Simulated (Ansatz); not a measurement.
`[F][Mo]([F])([F])([F])([F])[Cl]`, charge 0, multiplicity 1.

(1) Give a relaxed structure at PBE0-D4/def2-TZVP (Ansatz 0.2.0). (Best estimate.)

## Answers

(1) The calculation gave: 
Cartesian coordinates in Å:
```
F -1.2211 -1.2646 0.6137
Mo -0.0224 -0.0232 0.0112
F 0.9409 -1.3788 -0.7309
F 0.8992 -0.2226 1.5692
F -1.0438 1.2723 0.7826
F -1.0025 0.1158 -1.5173
Cl 1.4496 1.5010 -0.7286
```
Point group C4v.
